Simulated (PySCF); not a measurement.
# One molecule, several mistakes: B2GeH4N cation

Calculated results; nothing here was measured. They come from PySCF 2.14.0, an open-source quantum chemistry program, on an isolated molecule that a program drew, which may never have been made. The molecule is B2GeH4N cation (charge +1, singlet), drawn as the SMILES string `[BH2][GeH+][B]=N`.

Each row is a Hartree-Fock (HF) and frozen-core CCSD(T) single point in the cc-pVDZ basis, meant for a local HF minimum. Run 1 is clean. Each other run has one planted mistake out of seven kinds, and not every kind appears here: one electron removed, one electron added, multiplicity raised by two, geometry at a saddle point, minimal basis STO-3G, one bond length entered in bohr, all coordinates scaled. The reference is restricted for singlets and unrestricted otherwise, and also for a bond in bohr. Adding or removing an electron swaps singlet and doublet. Electrons count all cores. HOMO and LUMO are orbital energies over both spins, the gradient is its largest component, and the lowest frequency (negative if imaginary) is given only where the gradient is small. Bond lengths are over the 7 bonds as drawn. T1 is the CCSD diagnostic: over 0.02 (restricted) or 0.045 (unrestricted) a single reference is doubtful. Germanium has the cc-pVDZ-PP basis, with a core potential (ECP10MDF) in place of its 10 inner electrons, and its 3s, 3p and 3d shells are frozen in CCSD(T).

Geometry of the clean run:
```xyz
8
B2GeH4N cation, angstrom
B    -1.3087    0.4696   -1.8702
Ge    0.7486    0.4242   -1.5368
B     1.6203   -0.4213    0.0827
N     2.1145   -0.9379    1.0654
H    -1.7836   -0.4382   -2.4722
H    -1.9099    1.4015   -1.4433
H     1.7125    1.0466   -2.5322
H     2.5293   -1.3562    1.8636
```

```
run  electrons  basis functions  <S^2>  HOMO (eV)  LUMO (eV)  gradient (hartree/bohr)  lowest frequency (cm^-1)  mean bond (Å)  longest bond (Å)      T1  HF (hartree)  CCSD(T) (hartree)                          mistake
  1         52               85  0.000     -16.39      -5.92                  2.6e-05                       100         1.4588             2.085  0.0192    -399.22987         -399.67735                         no fault
  2         52               85  0.722     -15.47      -6.00                  1.7e-02                         -         1.6099             2.246  0.0628    -399.10802         -399.55537  one bond length entered in bohr
  3         53               85  0.771      -7.42       0.97                  3.0e-02                         -         1.4588             2.085  0.0168    -399.47451         -399.93057               one electron added
  4         51               85  0.763     -22.14     -12.47                  9.4e-02                         -         1.4588             2.085  0.0246    -398.71365         -399.09903             one electron removed
  5         52               85  0.000     -16.31      -6.61                  4.0e-05                      -234         1.4671             2.146  0.0194    -399.22246         -399.66892                                ?
  6         52               85  2.022     -12.66      -6.91                  1.5e-01                         -         1.4588             2.085  0.0147    -399.15025         -399.54862                                ?
```

**Which mistake was planted in run 5, and what did it cost?**

The gradient is small, so the point is stationary, but the lowest frequency is imaginary (-234 cm^-1). So the mistake is: geometry at a saddle point. Subtracting run 1 and multiplying by 627.51 kcal/mol a hartree, the energy moved by 4.6 kcal/mol in HF and 5.3 kcal/mol in CCSD(T).

**Which mistake was planted in run 6, and what did it cost?**

Electrons, basis and geometry are unchanged, and <S^2> is 2.022, beside S(S+1) = 2.00 for a multiplicity of 3. So the mistake is: multiplicity raised by two. Subtracting run 1 and multiplying by 627.51 kcal/mol a hartree, the energy moved by 50.0 kcal/mol in HF and 80.8 kcal/mol in CCSD(T).

Cautions from the logs. Run 2: T1 is over the limit, so its CCSD(T) energy is less reliable.
